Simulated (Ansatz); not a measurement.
Mulliken charges of CH₄ClFOSi (`O[SiH](F)CCl`) from PBE/def2-TZVPP in Ansatz (PBE0-D4/def2-TZVP geometry).

```tsv
atom	x (Å)	y (Å)	z (Å)	charge (e)
O1	-0.446	1.074	1.418	-0.344
Si2	0.616	0.174	0.582	0.619
F3	1.723	1.082	-0.119	-0.273
C4	-0.246	-0.774	-0.785	-0.213
Cl5	-1.337	0.342	-1.662	-0.151
H6	-1.113	1.542	0.909	0.193
H7	1.299	-0.713	1.542	-0.095
H8	-0.860	-1.586	-0.391	0.133
H9	0.453	-1.189	-1.511	0.133
```

By hand: the dipole of these point charges (1 e Å = 4.8032 D).

Σ q r = (-0.074, -0.448, 0.099) e Å, of length 0.465 e Å = 2.23 D.

How does the dipole of the full density compare? (An estimate is asked.)

The calculation gave: (-0.134, -0.310, -0.020) e Å, 1.62 D; the point charges give 1.38 times that, at 21° from its direction.

Point charges leave out the atoms' own dipoles, such as those of lone pairs, and Mulliken's split depends on the basis, so the two needn't agree.
